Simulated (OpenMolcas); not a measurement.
# Potential curves of SeF⁺: spin-free states

Computed with OpenMolcas 26.06: state-averaged CASSCF(8,6) over Se 4p, F 2p, XMS-CASPT2 (IPEA 0.25, imaginary shift 0.2 hartree), scalar X2C, ANO-RCC-VTZP, then RASSI spin–orbit state interaction with atomic mean-field integrals. C2 symmetry about the axis (a holds Σ, Δ, Γ; b holds Π, Φ, H; Σ⁺ and Σ⁻ are not told apart); roots by multiplicity and irrep: 3a 5, 1a 6, 3b 4, 5b 2, 1b 2.

XMS-CASPT2 energies in eV from the lowest point. Curves are followed by energy order within each symmetry, so they are adiabatic and may change character at avoided crossings; Σ⁺ and Σ⁻ are counted together.

| R (Å) | (1)3Σ | (1)1Δ | (1)5Π | (1)3Π | (2)1Σ | (1)1Π | (2)3Σ |
| --- | --- | --- | --- | --- | --- | --- | --- |
| 1.446 | 1.453 | 2.535 | 14.070 | 6.917 | 10.901 | 7.958 | 11.422 |
| 1.530 | 0.466 | 1.561 | 11.296 | 5.583 | 8.666 | 6.685 | 9.157 |
| 1.605 | 0.075 | 1.181 | 9.386 | 4.908 | 7.290 | 5.934 | 7.748 |
| 1.681 | 0.000 | 1.101 | 7.900 | 4.507 | 6.339 | 5.454 | 6.772 |
| 1.765 | 0.122 | 1.257 | 6.632 | 4.220 | 5.636 | 5.132 | 6.024 |
| 1.849 | 0.403 | 1.551 | 5.677 | 4.089 | 5.191 | 4.948 | 5.549 |
| 1.967 | 0.907 | 2.073 | 4.731 | 3.873 | 4.861 | 4.837 | 5.169 |
| 2.118 | 1.578 | 2.801 | 3.965 | 3.675 | 4.715 | 4.829 | 4.966 |
| 2.353 | 2.412 | 3.741 | 3.377 | 3.396 | 4.744 | 4.910 | 4.874 |
| 2.690 | 2.968 | 4.563 | 3.106 | 3.177 | 4.827 | 4.863 | 4.907 |
| 3.194 | 3.125 | 4.927 | 3.058 | 3.065 | 4.872 | 4.852 | 4.959 |

The 7 lowest clean curves are shown; the next is (1)3Δ, from 4.89 eV. Left out for impure symmetry, kinks or missing points, though low: (1)1Σ. Only roots inside an energy window near the equilibrium distance were included, so the list of states is not complete; labels number the states computed. Each spin and symmetry block has orbitals of its own, averaged over its own roots, so gaps between blocks are less sure than gaps within one and near the minimum can be off by tenths of an eV, in bad cases by more. No Rydberg orbitals are active, so Rydberg states, and σ→σ* states whose orbital the CASSCF left unused, can be missing between those listed. CASPT2 splits the two components of degenerate states numerically, here by up to 94 cm⁻¹. At stretched bonds a block can hold a wrong CASSCF solution and miss its lowest state; points past a visible jump are left out. No roots were computed in block 5a (none fell in the window or the block failed), so states of that kind are missing and can lie low or lowest. Points that failed a check (symmetry, reference weights, a jump) are left out.
